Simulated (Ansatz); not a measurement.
Reaction (cleavage of the Si–Si bond): `O[Si](O)(F)[SiH2]F` + `B[SiH2]N` → `B[SiH2]N[SiH2]F` + `O[SiH](O)F`

Isolated molecules relaxed with PBE0-D4/def2-TZVP in Ansatz; ΔE leaves out vibrations. CCSD(T)/CBS adds triple-zeta CCSD(T) − MP2 to the extrapolated MP2 energy (def2 sets, frozen cores). This one scheme is used for every species. Functionals use def2-TZVPP. Each species was taken in one conformer, which may not be the lowest.

```json
{"level": "ωB97M-V", "ΔE (eV)": "-1.10"}
{"level": "revPBE", "ΔE (eV)": "-0.69"}
{"level": "BHLYP", "ΔE (eV)": "-0.99"}
{"level": "HF/def2-TZVPP", "ΔE (eV)": "-0.94"}
```

Q: What does CCSD(T)/CBS give? (An estimate is asked.)

A: Computed: -1.04 eV. The listed levels differ from it by -0.06, 0.35, 0.05, 0.10 eV.

Largest T1 diagnostic among the species: 0.012.

From PBE to PBE0 (25 % exact exchange), in def2-TZVPP and without D4, ΔE moves by −0.07 eV. At CCSD(T), def2-SVP lies −0.15 eV from the extrapolated value and def2-TZVPP −0.02 eV.
